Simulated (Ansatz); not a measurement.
Program: Ansatz 0.2.0.

A structure relaxed at PBE0-D4/def2-TZVP, charge 0, multiplicity 1:

```xyz
9

As    1.5798    0.3984    1.3389
Si   -0.4183    0.0495    0.1609
C    -0.3819   -0.3847   -1.5949
O    -0.6374    1.0033   -1.1886
H     1.2993   -0.8282    2.2013
H     0.8795    1.3115    2.3388
H    -1.6397   -0.1973    0.9649
H    -1.2359   -0.8474   -2.0856
H     0.5546   -0.5051   -2.1358
```

Question: Give its formula and SMILES.

Answer: CH5AsOSi, `[AsH2][SiH]1CO1`.

Question: Summarise the bond lengths by kind.

Answer: 1 × As–Si 2.346 Å; 2 × As–H 1.524 to 1.525 Å; 1 × C–Si 1.809 Å; 1 × O–Si 1.667 Å; 1 × H–Si 1.483 Å; 1 × C–O 1.469 Å; 2 × C–H 1.088 Å.
